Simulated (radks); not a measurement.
Species: the calcium ion Ca4+. Configuration: [Ne] 3s2 3p4. Method: scalar-relativistic Kohn-Sham, PBE, spin-polarised, spherical densities, point nucleus; open shells are filled with parallel spins first; computed with a radial shooting solver on a logarithmic mesh with Libxc functionals.

Normalised radial functions P(r) = r R(r), r in bohr:

```
   r/bohr * 2p up, o 3p up (the largest magnitude, 1.69, reaches the edge; | marks zero, & curves that meet)
 0.004557                             &
 0.005793                             &
 0.007306                             &
 0.009287                             &
  0.01181                             o*
  0.01501                             o*
  0.01908                             o*
  0.02426                             |o*
  0.03083                             |o *
   0.0392                             | o *
  0.04943                             | o   *
  0.06284                             |  o     *
  0.07989                             |   o       *
   0.1016                             |     o         *
   0.1291                             |      o            *
   0.1641                             |       o               *
   0.2086                             |       o                  *
   0.2652                             |      o                   *
   0.3345                             |   o                    *
   0.4252                             o                   *
   0.5406                       o     |             *
   0.6872                 o           |       *
   0.8736             o               |   *
    1.111             o               |*
    1.412                o            *
    1.795                     o       *
    2.263                         o   *
    2.877                            o*
    3.658                             &
     4.65                             &
```

2p up: eigenvalue -392.99 eV, 0 radial nodes, <r> = 0.327 bohr, 90 % of the charge inside 0.539 bohr. 3p up: eigenvalue -78.776 eV, 1 radial node at r = 0.417 bohr, <r> = 1.16 bohr, 90 % of the charge inside 1.74 bohr.
